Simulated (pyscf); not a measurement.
## H₂Al–Cl (SMILES [AlH2][Cl]), singlet

Gas-phase minimum from PySCF at ωB97X-D3(BJ)/def2-SVP, one conformer. 

```
Al
H 1 1.5754
H 1 1.5755 2 124.88
Cl 1 2.1029 2 117.55 3 180.00
```

Properties at ωB97X-D3(BJ)/def2-SVP:

| Property | Value |
|---|---|
| Harmonic wavenumbers, unscaled | 536, 546, 628, 810, 2001, 2011 cm⁻¹ |
| Zero-point energy | 9.3 kcal/mol |
| Rotational symmetry number | 2 |
| Entropy of this conformer at 298 K and 1 atm, rigid rotor and harmonic oscillator, modes under 100 cm⁻¹ raised to 100 | 252.5 J/(mol K) |
| Dipole moment | 1.30 D |

Single-point totals, which compare only within one level (frozen core for MP2 and CC):

| level | total energy (hartree) |
|---|---|
| ωB97X-D3(BJ)/def2-TZVP | -703.93709 |
| PBE/def2-TZVP | -703.56814 |
| r²SCAN/def2-TZVP | -703.84219 |
| B3LYP-D3(BJ)/def2-TZVP | -703.94879 |
| PBE0-D3(BJ)/def2-TZVP | -703.63381 |
| M06-2X/def2-TZVP | -703.86214 |
| ωB97M-D3(BJ)/def2-TZVP | -703.99322 |
| HF/def2-TZVPP | -702.66257 |
| MP2/def2-TZVPP | -702.93352 |
| CCSD/def2-TZVPP | -702.96549 |
| CCSD(T)/def2-TZVPP | -702.97600 |

The CCSD(T) − MP2 part came from Ansatz, without density fitting, on the same reference.
